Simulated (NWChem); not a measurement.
ammonia borane (BNH6); SMILES [BH3-][NH3+]

All runs: NWChem. Pople sets run with spherical d functions. The geometry was optimised at PBE-D3(BJ)/def2-SVP.

For level Hartree-Fock/6-311++G**:

```
Property          Value
----------------  -----
orbital gap (eV)  11.76
dipole (D)         5.66
```

Q: Estimate the same quantities for level Hartree-Fock/6-31G*.

A: 
| Quantity | Value |
|---|---|
| orbital gap (eV) | 15.50 |
| dipole (D) | 5.81 |
